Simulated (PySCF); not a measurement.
Work out the structure from these simulated measurements.

Formula: C4H4F3N.

* UV, strongest line: among the 6 lowest singlet transitions: S2 at 6.02 eV (206 nm, f = 0.530) [TDDFT PBE0/def2-SVPD]
* Triplet: lowest triplet excitation (Tamm–Dancoff): 3.34 eV [TDA PBE0/def2-SVPD]
* 13C NMR: chemical shifts (computed TMS as zero) by class: 173.7 (1 C), 164.1 (1 C), 121.9 (1 C), 118.3 (1 C) ppm [GIAO PBE0/pcSseg-1]
* Dipole: 2.55 D [PBE0/def2-SVPD]
* Polarisability: 61.3 au [PBE0/def2-SVPD]
* 1H NMR: chemical shifts (computed TMS as zero) by class: 11.39 (1 H), 8.77 (1 H), 6.58 (1 H), 5.82 (1 H) ppm [GIAO PBE0/pcSseg-1]
* NMR, other nuclei: isotropic shieldings of nuclei other than C and H, by class: -114 (1 N), 278 (1 F), 296 (2 F) ppm [GIAO PBE0/pcSseg-1]
* Rotational structure: rotational constants A, B, C: 2.555, 1.530, 1.151 GHz [GFN2-xTB]
* UV, first state: lowest singlet excitation: 4.28 eV (290 nm, f = 0.002) [TDDFT PBE0/def2-SVPD]

The electronic properties come from PySCF, for the isolated species, density fitting. Levels stand in brackets. NMR shifts are as computed; neighbouring signals can stand in another order in a measured spectrum. The structure is a single GFN2-xTB conformer in the gas phase; no vibrational or solvent corrections. NMR classes are plain means over equivalent atoms (diastereotopic ones count apart unless rotation or inversion swaps them), as if these changed places fast.

Q: Propose a structure and show how it fits.

A: Numbering: `[H]/[N:1]=[CH:2]\[CH:3]=[C:4](\[F:5])[CH:6]([F:7])[F:8]`. Its formula, C4H4F3N, gives 2 degrees of unsaturation: 0 rings and 2 π bonds in the structure found. 4 carbons fall into 4 classes; from least to most shielded: vinylic C–F carbon [C4] (173.7 ppm), imine carbon [C2] (164.1 ppm), alkene CH carbon [C3] (121.9 ppm), CHF2 carbon [C6] (118.3 ppm). Hydrogen classes from least to most shielded: 1 H on an imine nitrogen, N1 (11.39 ppm), 1 H on an imine carbon, C2 (8.77 ppm), 1 H on a CHF2 carbon, C6 (6.58 ppm), 1 H on an alkene CH carbon, C3 (5.82 ppm). The other shieldings belong to: -114 ppm, imine nitrogen [N1]; 278 ppm, vinyl fluorine [F5]; 296 ppm, fluorine of a CF2 group [F7/F8]. S1 is mainly HOMO→LUMO (weight 0.97); the largest Löwdin shares of the orbital it empties are 0.64 on the imine nitrogen, 0.15 on the imine carbon, 0.09 on the N–H hydrogen and 0.06 on the alkene CH carbon, of the orbital it fills 0.26 on the vinylic C–F carbon, 0.20 on the imine nitrogen, 0.17 on the alkene CH carbon and 0.14 on the imine carbon. The optimised geometry has point group Cs and is an asymmetric top. Structure: `[H]/N=C\C=C(\F)C(F)F`. Computed isomers that give other values at the same levels: `[H]/N=C\C(=C)C(F)(F)F` (13C chemical shifts (computed TMS as zero) by class: 164.8 (1 C), 143.3 (1 C), 135.6 (1 C), 131.7 (1 C) ppm); `C[C@H](C#N)C(F)(F)F` (13C chemical shifts (computed TMS as zero) by class: 134.0 (1 C), 120.2 (1 C), 33.7 (1 C), 15.5 (1 C) ppm); `[H]/N=C\C=C(/F)C(F)F` (rotational constant A: 3.524 GHz; this holds for the one conformer computed). The assignments are read from this structure; whether some other isomer fits the data as well wasn't checked.

The values belong to the conformer `[H]/[N:1]=[CH:2]\[CH:3]=[C:4](\[F:5])[CH:6]([F:7])[F:8]`: N1–C2–C3–C4 180°, C3–C4–C6–F7 -59°.
